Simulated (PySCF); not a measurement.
Computed IR spectrum (relative IR intensity) of a molecule C3H9Ge, multiplicity 2. The structure is a stationary point at B3LYP-D3(BJ)/def2-SVP. One conformer was computed; it need not be the lowest. The numbers are results of B3LYP-D3(BJ)/def2-SVP (PySCF 2.14.0), not measurements. Frequencies are harmonic and unscaled.

```csv
ν (cm⁻¹),relative intensity
576,45
831,100
1228,2.7
1433,11
1446,4.8
3020,23
3116,19
3142,14
```

Problem. Identify the compound among the candidates.
A) [CH3][Ge]([CH3])[CH3]
B) C[CH][CH2][GeH3]
C) C[C](C)[GeH3]

Solution. A, [CH3][Ge]([CH3])[CH3]
